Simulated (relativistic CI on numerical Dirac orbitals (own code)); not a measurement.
**Energy levels of Pd⁹⁺**

Method of calculation: Dirac-Coulomb-Breit CI, separate exchange-only KLI orbitals for each configuration, model QED (radiative potential, 1s self-energy scaled to tabulated hydrogen-like ionisation energies), unscaled Slater integrals (own radial code, finite nucleus).

CI space (outside the closed core [Ar] 3d10): 4s2 4p6 4d, 4s2 4p6 4f, 4s2 4p5 4d2, 4s2 4p6 5s, 4s2 4p6 5p, 4s 4p6 4d2, 4s2 4p5 4d 4f, 4s2 4p6 5d, 4s 4p6 4d 4f, 4s2 4p6 6s, 4s2 4p6 6p, 4s2 4p6 5f, 4s2 4p5 4d 5s, 4s2 4p6 5g, 4s2 4p6 6d, 4s2 4p5 4d 5p, 4s2 4p6 7s, 4s2 4p6 6f, 4s2 4p6 7p, 4s2 4p6 8s, 4s2 4p5 4d 5d, 4s 4p6 4d 5s, 4p6 4d3, 4p5 4d4, 4p5 4d3 4f, 4s 4p6 5s2, 4s 4p5 4f 5s2. Double excitations out of closed p, d and f shells are left out; levels of such configurations are missing from the list, as are those of other unlisted configurations, and high levels can miss mixing partners. These lack a partner that the ground configuration has and come out too high: 4s2 4p5 4d 5s, 4s2 4p5 4d 5p, 4s2 4p5 4d 5d.

The lowest level is 4s2 4p6 4d 2D_3/2, with 99 % of that term; Hund's rules for 4s2 4p6 4d give 2D with J = 3/2, in agreement.

```
No.  Configuration  Term     J  E (cm⁻¹)   %  Next component (%)
  1     4s2 4p6 4d    2D   3/2         0  99  1 4s2 4p5 4d 4f 2D
  2     4s2 4p6 4d    2D   5/2      6514  99  1 4s2 4p5 4d 4f 2D
  3     4s2 4p6 5s    2S   1/2    353355  99  1 4s2 4p5 4d 5p 2S
  4    4p5 4d2(3F)   4D°   1/2    406331  98               1 2P°
  5    4p5 4d2(3F)   4D°   3/2    408276  92               5 4F°
  6    4p5 4d2(3F)   4D°   5/2    411691  85               9 4F°
  7    4p5 4d2(3F)   4D°   7/2    417159  83              12 4F°
  8    4p5 4d2(3F)   4G°  11/2    426228  99               1 2H°
  9    4p5 4d2(3F)   4G°   9/2    426514  81              14 4F°
 10    4p5 4d2(1G)   2F°   5/2    427027  35              16 4G°
 11    4p5 4d2(3F)   4G°   7/2    428336  55              18 2F°
 12    4p5 4d2(3P)   4P°   5/2    430694  74              14 2F°
 13    4p5 4d2(3P)   4P°   3/2    435599  75              10 2P°
 14    4p5 4d2(1D)   2F°   7/2    436923  47   31 4s2 4p6 4f 2F°
 15    4p5 4d2(1D)   2D°   3/2    438765  41              40 4F°
 16    4p5 4d2(3F)   4G°   5/2    440508  33   25 4s2 4p6 4f 2F°
 17    4p5 4d2(3P)   4P°   1/2    442309  81               9 2P°
 18    4p5 4d2(1D)   2D°   5/2    444644  64              21 2F°
 19    4p5 4d2(3F)   4F°   9/2    447161  73              21 2G°
 20    4p5 4d2(3F)   2G°   7/2    447386  37              37 4F°
 21     4s2 4p6 5p   2P°   1/2    453273  97   1 4s2 4p5 4d2 2P°
 22    4p5 4d2(1G)   2H°  11/2    454034  99               1 4G°
 23    4p5 4d2(3F)   4F°   3/2    454433  42              32 2P°
 24    4p5 4d2(1G)   2F°   7/2    456113  48              31 4D°
 25    4p5 4d2(1D)   2P°   1/2    458543  86               8 4P°
 26    4p5 4d2(3F)   4F°   5/2    459486  41              21 4G°
 27     4s2 4p6 5p   2P°   3/2    465634  97   1 4s2 4p5 4d2 2D°
 28    4p5 4d2(3F)   2F°   5/2    467877  49              18 4G°
 29    4p5 4d2(1G)   2H°   9/2    471329  62              36 2G°
 30    4p5 4d2(3P)   2D°   3/2    476847  39              36 4D°
 31    4p5 4d2(1D)   2F°   7/2    477936  39              24 2G°
 32    4p5 4d2(3P)   4D°   5/2    479338  59              18 2D°
 33    4p5 4d2(3F)   2G°   7/2    481541  30              27 4D°
 34    4p5 4d2(1D)   2D°   3/2    482400  38              35 2P°
 35    4p5 4d2(3F)   2F°   7/2    489993  37   27 4s2 4p6 4f 2F°
 36    4p5 4d2(3P)   4D°   1/2    490456  91               5 2P°
 37    4p5 4d2(3F)   2G°   9/2    491806  66              13 2H°
 38    4p5 4d2(3P)   2D°   3/2    501544  43              29 4D°
 39    4p5 4d2(1D)   2F°   5/2    501557  60              21 2D°
 40    4p5 4d2(3P)   2S°   1/2    507227  86               9 4P°
 41    4p5 4d2(3P)   4S°   3/2    507993  53              16 2P°
 42    4p5 4d2(1G)   2G°   7/2    512028  86              10 2F°
 43    4p5 4d2(1G)   2G°   9/2    516162  73              24 2H°
 44    4p5 4d2(3P)   2D°   5/2    517194  62              20 2F°
 45    4p5 4d2(1S)   2P°   3/2    519786  84               8 4S°
```

Energies count from the lowest computed level; ° marks odd parity. Percentages are summed over parent terms; the parents shown are those of the largest component, closed shells are left out there.

The mean weight of the leading LS term, summed over parents, in these 45 levels is 67 %, and that of the leading jj configuration (from the same eigenvectors) 61 %.

At this charge energies of transitions that change n are usually good to better than 1 %, and those within a shell (Δn = 0) to a few per cent.

LS names give the leading component of a level, which can be under half, so a name can repeat, a term be missing and a line seem to break the LS rules.
